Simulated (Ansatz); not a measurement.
Geometry optimisation, Ansatz, RKS BLYP/def2-SVP.

input.yaml

```yaml
crystal:
  periodic: [false, false, false]
  atoms:
    - { symbol: Al, position_ang: [-2.7024, -0.0885, 1.5736] }
    - { symbol: Si, position_ang: [-0.8338, -0.9972, 0.5746] }
    - { symbol: Al, position_ang: [0.4483, 0.7287, -0.3751] }
    - { symbol: Si, position_ang: [2.5772, 0.21, -1.4581] }
    - { symbol: Cl, position_ang: [-0.18, 2.8231, -0.2285] }
    - { symbol: H, position_ang: [-2.5934, 1.0539, 2.7246] }
    - { symbol: H, position_ang: [-4.1763, -0.4575, 1.0484] }
    - { symbol: H, position_ang: [-1.1925, -1.919, -0.4868] }
    - { symbol: H, position_ang: [-0.0438, -1.6867, 1.6407] }
    - { symbol: H, position_ang: [3.1318, 1.4368, -1.9224] }
    - { symbol: H, position_ang: [-0.25496, 0.16595, -1.62424] }
    - { symbol: H, position_ang: [3.427, -0.4621, -0.4914] }
basis:
  gaussian: { orbitals: def2-SVP }
hamiltonian:
  xc: blyp
relax:
  f_tol: 0.02
  max_steps: 50
```

Run as:

```bash
$ ansatz run input.yaml --threads 2 --pin off --max-ram 3072MiB --backend cpu --events-out ev --progress --plain --runs-dir out
```

Q: Where does it end, and by what steps?

A: The run converged. After 32 steps the energy has fallen by 3.613 eV; H11 moved furthest, 2.58 Å. Parted: Al3–H11. Joined: Al1–Cl5, Si4–H11.

```json
{"step": "0", "energy less start (eV)": "0.0000", "largest force component (eV/Å)": "1.924", "accepted": "yes"}
{"step": "2", "energy less start (eV)": "-1.4270", "largest force component (eV/Å)": "1.212", "accepted": "yes"}
{"step": "4", "energy less start (eV)": "-1.7427", "largest force component (eV/Å)": "0.255", "accepted": "yes"}
{"step": "6", "energy less start (eV)": "-1.9436", "largest force component (eV/Å)": "0.362", "accepted": "yes"}
{"step": "8", "energy less start (eV)": "-2.2464", "largest force component (eV/Å)": "0.676", "accepted": "yes"}
{"step": "10", "energy less start (eV)": "-2.6826", "largest force component (eV/Å)": "0.692", "accepted": "yes"}
{"step": "12", "energy less start (eV)": "-2.9544", "largest force component (eV/Å)": "0.748", "accepted": "yes"}
{"step": "14", "energy less start (eV)": "-3.2543", "largest force component (eV/Å)": "0.325", "accepted": "yes"}
{"step": "16", "energy less start (eV)": "-3.4226", "largest force component (eV/Å)": "0.234", "accepted": "yes"}
{"step": "18", "energy less start (eV)": "-3.5036", "largest force component (eV/Å)": "0.050", "accepted": "yes"}
{"step": "20", "energy less start (eV)": "-3.5083", "largest force component (eV/Å)": "0.051", "accepted": "yes"}
{"step": "22", "energy less start (eV)": "-3.5127", "largest force component (eV/Å)": "0.073", "accepted": "yes"}
{"step": "24", "energy less start (eV)": "-3.5363", "largest force component (eV/Å)": "0.188", "accepted": "yes"}
{"step": "26", "energy less start (eV)": "-3.5993", "largest force component (eV/Å)": "0.207", "accepted": "yes"}
{"step": "28", "energy less start (eV)": "-3.6103", "largest force component (eV/Å)": "0.102", "accepted": "yes"}
{"step": "30", "energy less start (eV)": "-3.6110", "largest force component (eV/Å)": "0.132", "accepted": "no"}
{"step": "32", "energy less start (eV)": "-3.6129", "largest force component (eV/Å)": "0.013", "accepted": "yes"}
```

```xyz
12
Properties=species:S:1:pos:R:3
Al -2.640 0.436 1.521
Si -1.073 -1.462 1.108
Al 0.298 0.108 -0.200
Si 2.254 0.613 -1.646
Cl -1.004 1.933 0.096
H -2.535 1.177 2.931
H -3.947 0.515 0.609
H -1.483 -2.616 0.227
H -0.252 -2.027 2.239
H 2.786 1.998 -1.409
H 1.842 0.509 -3.091
H 3.362 -0.376 -1.410
```

Time of the run: 110 s on 2 threads of Arm Neoverse V1, on a shared host, peak memory 0.18 GiB.
